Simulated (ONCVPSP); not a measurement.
**Transferability test, ONCV potential for N**

* Element: N (Z = 7)
* Generator: ONCVPSP 4.0.1
* Type: optimised norm-conserving Vanderbilt (ONCV)
* Functional: PBEsol
* Relativity: scalar-relativistic
* Frozen core: [He]
* Valence charge: 5
* Reference configuration: 2s2 2p1 (charge +2)
* Partial waves: 2s: rc 1.05 bohr, ncon 4, nbas 7, qcut 6.1 1/bohr, 2 projectors, debl 0.4 Ha; 2p: rc 2.25 bohr, ncon 5, nbas 9, qcut 6.1 1/bohr, 1 projector; d scattering state at 0.29 Ha: rc 2.25 bohr, ncon 3, nbas 8, qcut 5 1/bohr, 1 projector
* Local potential: polynomial inside 0.75 bohr (lpopt 5, dvloc0 0 Ha)
* Core correction: Teter function, fcfact 5.75, rcfact 1.6

In the s channel the program set the typed energies aside and used -1.799, 0.250 Ha. In the d channel the program set the typed energies aside and used 0.050 Ha.

Energies are relative to the spin-unpolarised reference configuration 2s2 2p1; without spin polarisation the order of configurations can differ from experiment.

Give the all-electron excitation energy and the error of the potential for: 2s2 2p3; 2s2 2p2; 2s2 2p0; 2s1 2p0.

```
valence configuration  charge  ΔE all-electron (eV)  error AE − PS (meV)
              2s2 2p3       0               -42.258                 +590
              2s2 2p2      +1               -28.737                 +256
              2s2 2p0      +3                46.885                 +563
              2s1 2p0      +4               124.402                +1227
```

Levels in the configuration 2s2 2p3:

```
level  all-electron (eV)  pseudo (eV)
   2s            -18.456      -18.275
   2p             -7.036       -7.261
```
